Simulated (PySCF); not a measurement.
Species: C6H6O.
Cartesian coordinates in Å at the PBE0-D3(BJ)/def2-SVP level; atoms count from 1:
```xyz
13
C6H6O angstrom
C      1.3975   -0.0294   -0.2503
C      0.9098    0.9593    0.4978
C     -0.4714    0.4454    0.9595
C     -1.3841    0.4211   -0.2863
C     -0.8962   -0.5675   -1.0345
C      0.2972   -1.1124   -0.2193
O     -0.1950   -0.9390    1.1001
H      2.3237   -0.0745   -0.8222
H      1.3281    1.9436    0.7050
H     -0.8865    0.8764    1.8786
H     -2.1954    1.1165   -0.4985
H     -1.1994   -0.9019   -2.0260
H      0.6053   -2.1476   -0.4096
```

Computed, not measured: core-valence-separated Tamm–Dancoff BHandHLYP/aug-pcX-1 (pcseg-1 on H) in PySCF, non-relativistic, gas phase, PBE0-D3(BJ)/def2-SVP geometry. BHandHLYP without relativity tends to put these K edges a few eV too low, so spacings mean more than positions.

The lowest roots of each edge with f over 0.003 (five at most, numbered afresh; weaker and dark ones are left out), with transition dipoles (au) in the frame of the coordinates:

| root | edge | E (eV) | μx | μy | μz |
| --- | --- | --- | --- | --- | --- |
| 1 | C | 282.49 | -0.0919 | -0.0151 | -0.0397 |
| 2 | C | 282.50 | -0.0233 | -0.0952 | 0.1103 |
| 3 | C | 285.84 | -0.0175 | 0.0356 | 0.0269 |
| 4 | C | 285.84 | 0.0134 | -0.0272 | -0.0207 |
| 5 | C | 285.86 | 0.0380 | 0.0251 | -0.0087 |
| 6 | O | 531.65 | -0.0168 | 0.0341 | 0.0258 |
| 7 | O | 534.29 | -0.0040 | -0.0226 | 0.0272 |

Problem. What are the oscillator strengths?

Solution. f = (2/3) ΔE |μ|², with ΔE in hartree (27.2114 eV):

```
root  ΔE (Eh)  |μ|² (au)      f  core hole on
   1  10.3814   0.010245  0.071   C1/C2/C4/C5
   2  10.3817   0.021767  0.151   C1/C2/C4/C5
   3  10.5044   0.002300  0.016   C1/C2/C4/C5
   4  10.5045   0.001350  0.009   C1/C2/C4/C5
   5  10.5052   0.002150  0.015   C1/C2/C4/C5
   6  19.5377   0.002107  0.027            O7
   7  19.6348   0.001265  0.017            O7
```

Problem. Molecules are fixed in this frame and the field points along z. What effective strengths 3 f cos²θ do the roots have (θ between field and μ)?

Solution. root 1 (C1/C2/C4/C5): 0.033, root 2 (C1/C2/C4/C5): 0.253, root 3 (C1/C2/C4/C5): 0.015, root 4 (C1/C2/C4/C5): 0.009, root 5 (C1/C2/C4/C5): 0.002, root 6 (O7): 0.026, root 7 (O7): 0.029. Root 2 is the strongest. Averaged over all orientations cos²θ is 1/3, which gives f back. For degenerate partners only the sum has meaning, as the program may mix them freely.

